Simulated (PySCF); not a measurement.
**TDDFT excited states: C5H8N2OS**

Species: C₅H₈N₂OS.
Atom-mapped SMILES: `[CH3:1][CH:2]([CH3:3])[O:4][c:5]1[cH:6][n:7][s:8][n:9]1` (hydrogens: H10, H11, H12 on C1; H13 on C2; H14, H15, H16 on C3; H17 on C6)

Structure used (GFN2-xTB), in Å, numbered top down from 1:
```
atom  x, y, z in Å
C1    -1.533    0.593   -0.541
C2    -0.740   -0.572    0.042
C3    -1.614   -1.491    0.884
O4     0.295   -0.084    0.908
C5     1.383    0.404    0.330
C6     2.481    0.930    1.074
N7     3.456    1.338    0.309
S8     3.057    1.095   -1.247
N9     1.588    0.447   -0.970
H10   -1.990    1.170    0.260
H11   -2.313    0.217   -1.197
H12   -0.876    1.240   -1.115
H13   -0.264   -1.133   -0.773
H14   -1.016   -2.291    1.314
H15   -2.394   -1.925    0.266
H16   -2.071   -0.927    1.692
H17    2.544    1.001    2.143
```

Computed, not measured: TDDFT PBE0/def2-SVPD, vertical, gas phase, core orbitals frozen in the response (PySCF).

```
state  λ (nm)  E (eV)       f  |μ| (D)  main configurations (H = HOMO, L = LUMO)
   S1   244.5    5.07   0.139     2.69                                 H→L (94%)
   S2   236.1    5.25  0.0050     0.50                               H-1→L (96%)
   S3   218.3    5.68  0.0003     0.12                               H→L+1 (95%)
   S4   192.1    6.45  0.0028     0.34                  H-3→L (76%), H-4→L (16%)
   S5   185.3    6.69  0.0063     0.50                               H→L+2 (77%)
   S6   185.0    6.70   0.027     1.03                               H-2→L (79%)
```

Triplets, Tamm–Dancoff:

```json
{"state": "T1", "E (eV)": "3.54", "λ (nm)": "350.3", "main configurations (H = HOMO, L = LUMO)": "H→L (98%)"}
{"state": "T2", "E (eV)": "4.52", "λ (nm)": "274.3", "main configurations (H = HOMO, L = LUMO)": "H-1→L (96%)"}
```

The lowest singlet comes at 245 nm (489 kJ/mol) in the ultraviolet; it is of moderate strength; its leading configuration is HOMO→LUMO (94%). The lowest level is also the most intense of those listed (f = 0.139). Löwdin shares by element: HOMO sulfur 34%, carbon 24% or more, oxygen 20% (atoms not listed hold the other 23%); LUMO nitrogen 46%, sulfur 22%, carbon 16% or more (atoms not listed hold the other 16%). The listed states span 1.63 eV, and the widest gap between neighbours is 0.78 eV (S3 to S4). Orbital energies (eV): HOMO-3 -9.43, HOMO-2 -8.84, HOMO-1 -8.42, HOMO -7.08, LUMO -1.32, LUMO+1 0.11, LUMO+2 0.69. The oscillator strengths of these states sum to 0.180; summed over the whole spectrum of an exact calculation they would give the number of electrons, 76 (Thomas–Reiche–Kuhn). Singlets were solved by full linear response, triplets in the Tamm–Dancoff approximation.

One conformer stands for the species.
